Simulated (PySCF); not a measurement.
Cl₃La (SMILES [Cl][La]([Cl])[Cl]), singlet, geometry from GFN2-xTB (such geometries of metal compounds can be far from the true shape) (core potentials on La); R2SCAN/def2-SVPD run with PySCF.

The PySCF input:
```python
from pyscf import gto, scf, dft

mol = gto.Mole()
mol.atom = '''
    La    0.193340   -0.190468   -0.615242
    Cl   -1.969263   -0.822093    0.457095
    Cl   -0.103013    2.176902    0.115127
    Cl    1.424017   -0.716180    1.490647
'''
mol.basis = 'def2-svpd'
mol.ecp = {'La': 'def2-svpd'}
mol.charge = 0
mol.spin = 0
mol.verbose = 4
mol.build()

mf = dft.RKS(mol)
mf.xc = 'r2scan'
mf.kernel()
```

What the program printed (banner, timings and long lists left out):

```
PySCF version 2.14.0

[INPUT] verbose = 4
[INPUT] num. atoms = 4
[INPUT] num. electrons = 62
[INPUT] charge = 0
[INPUT] spin (= nelec alpha-beta = 2S) = 0
[INPUT] symmetry False subgroup None
[INPUT] Mole.unit = angstrom
[INPUT] Symbol           X                Y                Z      unit          X                Y                Z       unit  Magmom
[INPUT]  1 La     0.193340000000  -0.190468000000  -0.615242000000 AA    0.365359648923  -0.359932355494  -1.162638880330 Bohr   0.0
[INPUT]  2 Cl    -1.969263000000  -0.822093000000   0.457095000000 AA   -3.721367737239  -1.553530618922   0.863784362908 Bohr   0.0
[INPUT]  3 Cl    -0.103013000000   2.176902000000   0.115127000000 AA   -0.194666357270   4.113748580018   0.217558499543 Bohr   0.0
[INPUT]  4 Cl     1.424017000000  -0.716180000000   1.490647000000 AA    2.691002126725  -1.353384055891   2.816914578405 Bohr   0.0

nuclear repulsion = 248.2619468906
number of shells = 46
number of NR pGTOs = 195
number of NR cGTOs = 116
basis = def2-svpd
ecp = {'La': 'def2-svpd'}

******** <class 'pyscf.dft.rks.RKS'> ********
method = RKS
initial guess = minao
damping factor = 0
level_shift factor = 0
DIIS = <class 'pyscf.scf.diis.CDIIS'>
diis_start_cycle = 1
diis_space = 8
diis_damp = 0
SCF conv_tol = 1e-09
SCF conv_tol_grad = None
SCF max_cycles = 50
direct_scf = True
direct_scf_tol = 1e-13
XC library pyscf.dft.libxc version 7.1.2
    S. Lehtola, C. Steigemann, M. J. T. Oliveira, and M. A. L. Marques,  SoftwareX 7, 1–5 (2018)
XC functionals = r2scan
    J. W. Furness, A. D. Kaplan, J. Ning, J. P. Perdew, and J. Sun,  J. Phys. Chem. Lett. 11, 8208–8215 (2020)
    J. W. Furness, A. D. Kaplan, J. Ning, J. P. Perdew, and J. Sun,  J. Phys. Chem. Lett. 11, 9248–9248 (2020)
    J. W. Furness, A. D. Kaplan, J. Ning, J. P. Perdew, and J. Sun,  J. Phys. Chem. Lett. 11, 8208–8215 (2020)
    J. W. Furness, A. D. Kaplan, J. Ning, J. P. Perdew, and J. Sun,  J. Phys. Chem. Lett. 11, 9248–9248 (2020)
radial grids:
    Treutler-Ahlrichs [JCP 102, 346 (1995); DOI:10.1063/1.469408] (M4) radial grids

becke partition: Becke, JCP 88, 2547 (1988); DOI:10.1063/1.454033
pruning grids: <function nwchem_prune>
grids dens level: 3
symmetrized grids: False
atomic radii adjust function: <function treutler_atomic_radii_adjust>
small_rho_cutoff = 0
Set gradient conv threshold to 3.16228e-05
Initial guess from minao.
tot grids = 81344
init E= -1408.83794801627
  HOMO = -0.534653547261384  LUMO = -0.389842237880405  gap/eV = 3.94052
cycle= 1 E= -1411.58234316908  delta_E= -2.74  |g|= 1.04  |ddm|= 10.9
  HOMO = -0.215617401436039  LUMO = 0.00230569717581375  gap/eV = 5.92999
cycle= 2 E= -1411.31811032403  delta_E= 0.264  |g|= 1.35  |ddm|= 3.35
  HOMO = -0.252782260832743  LUMO = -0.0726982451047622  gap/eV = 4.90034
cycle= 3 E= -1411.94198845194  delta_E= -0.624  |g|= 0.119  |ddm|= 1.67
  HOMO = -0.274968655941382  LUMO = -0.0850237418044237  gap/eV = 5.16866
cycle= 4 E= -1411.9449191452  delta_E= -0.00293  |g|= 0.0509  |ddm|= 0.264
  HOMO = -0.267686179233817  LUMO = -0.085880250019308  gap/eV = 4.94719
cycle= 5 E= -1411.94542121452  delta_E= -0.000502  |g|= 0.0264  |ddm|= 0.104
  HOMO = -0.26967726810103  LUMO = -0.0842967992595917  gap/eV = 5.04446
cycle= 6 E= -1411.94565679372  delta_E= -0.000236  |g|= 0.00203  |ddm|= 0.0423
  HOMO = -0.269728956828124  LUMO = -0.0843881317098635  gap/eV = 5.04338
cycle= 7 E= -1411.94565807383  delta_E= -1.28e-06  |g|= 0.000472  |ddm|= 0.00256
  HOMO = -0.269716910735865  LUMO = -0.0843988023057866  gap/eV = 5.04276
cycle= 8 E= -1411.94565814021  delta_E= -6.64e-08  |g|= 7.62e-05  |ddm|= 0.000803
  HOMO = -0.269720434750761  LUMO = -0.0843940334019727  gap/eV = 5.04299
cycle= 9 E= -1411.94565814222  delta_E= -2e-09  |g|= 1.03e-05  |ddm|= 0.000126
  HOMO = -0.269721672112819  LUMO = -0.0843947561465908  gap/eV = 5.04300
cycle= 10 E= -1411.94565814225  delta_E= -3.68e-11  |g|= 4.98e-07  |ddm|= 2.08e-05
  HOMO = -0.269721624696366  LUMO = -0.0843947797682647  gap/eV = 5.04300
Extra cycle  E= -1411.94565814225  delta_E= 2.27e-12  |g|= 8.54e-07  |ddm|= 1.76e-06
converged SCF energy = -1411.94565814225
```
